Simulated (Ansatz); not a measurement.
Cost and result for the atomization energy of `FC[SiH2]BS` (11 atoms, 10 bonds).

Z-matrix (Å, degrees):
```
C
Si 1 1.899
F 1 1.391 2 110.9
H 1 1.096 2 111.1 3 120.2
H 1 1.096 2 111.1 3 -120.2
B 2 2.012 1 112.1 3 179.9
H 2 1.490 1 108.9 3 -58.8
H 2 1.490 1 108.9 3 58.7
S 6 1.764 2 119.3 1 -0.3
H 6 1.193 2 121.4 1 179.7
H 9 1.347 6 100.7 2 -180.0
```

Total charge 0; spin multiplicity 1. All single points use the PBE0-D4/def2-TZVP geometry. It is one conformer, not always the lowest. Program: Ansatz. All runs use 4 threads of an Arm Neoverse V1 on a shared host. Times are those of one run each, without the atoms' runs, and a repeat can differ threefold. Electronic energies, without spin–orbit coupling; frozen cores. CCSD(T)/CBS adds CCSD(T) − MP2 in def2-TZVPP to the MP2 limit, and its time is that of the two runs behind it. T1 = 0.014. B3LYP takes the VWN-RPA correlation (the form of Gaussian; ORCA's B3LYP/G).

CCSD(T)/CBS is a level of theory with its own doubt, some kJ/mol a heavy atom from the limit and from the frozen cores, so smaller differences don't rank the functionals.

```
                             level  functions  wall time  atomization (kJ/mol)  difference from CCSD(T)/CBS  per bond
   PBE-D4/def2-TZVPP (with forces)        261      3.1 s                3775.3                         68.8       6.9
                PBE0-D4/def2-TZVPP        261      4.3 s                3720.6                         14.1       1.4
r2SCAN-D4/def2-TZVPP (with forces)        261      6.5 s                3738.3                         31.8       3.2
 B3LYP-D4/def2-TZVPP (with forces)        261        7 s                3715.5                          9.0       0.9
                 B2PLYP/def2-TZVPP        261      7.5 s                3667.7                        -38.8      -3.9
                ωB97X-V/def2-TZVPP        261       11 s                3738.7                         32.2       3.2
  ωB97M-V/def2-TZVPP (with forces)        261       16 s                3731.4                         24.9       2.5
                    MP2/def2-QZVPP        491       39 s                3709.5                          3.0       0.3
                CCSD(T)/def2-TZVPP        261    3.4 min                3612.6                        -93.9      -9.4
                 CCSD(T)/CBS(def2)          –    4.1 min                3706.5                          0.0       0.0
```

From PBE to PBE0 (25 % exact exchange), in def2-TZVPP and without D4, the atomization energy moves by −51.3 kJ/mol: exact exchange takes away binding that semilocal exchange gives to molecules. In def2-TZVPP, CCSD(T) changes the Hartree–Fock value by +851.9 kJ/mol (the triples alone add +52.0 kJ/mol) and MP2 by +893.7 kJ/mol; breaking electron pairs costs correlation energy, which Hartree–Fock lacks. The D4 term adds +37.7 kJ/mol with B3LYP and +19.9 kJ/mol with PBE0; it sums over pairs of atoms, weighted by their polarisabilities, and B3LYP, whose exchange is more repulsive, gets the larger term.
